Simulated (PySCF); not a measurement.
Mapped SMILES: `[CH3:1][Si:2]([CH3:3])([CH3:4])[CH3:5]`; H(Xn) means a hydrogen on atom n.

Geometry: PBE0-D3(BJ)/def2-SVP; GIAO absolute shieldings from PySCF 2.14, gas phase, non-relativistic, averaged over equivalent atoms.

At BHandHLYP/pcSseg-1 (152 basis functions, of the order of 12 core-seconds):
```json
{"atoms": "C1/C3/C4/C5", "σ (ppm)": "184.0"}
{"atoms": "Si2", "σ (ppm)": "358.4"}
{"atoms": "H(C1)/H(C3)/H(C4)/H(C5)", "σ (ppm)": "31.44"}
```

Q: What do these become at B97-D/pcSseg-1?

A: 
| atoms | σ at B97-D/pcSseg-1 | change |
| --- | --- | --- |
| C1/C3/C4/C5 | 179.2 | -4.8 |
| Si2 | 347.2 | -11.2 |
| H(C1)/H(C3)/H(C4)/H(C5) | 31.41 | -0.03 |

The largest change is at Si2 (silicon bonded to 4 C). Cost: 152 basis functions, of the order of 18 core-seconds.
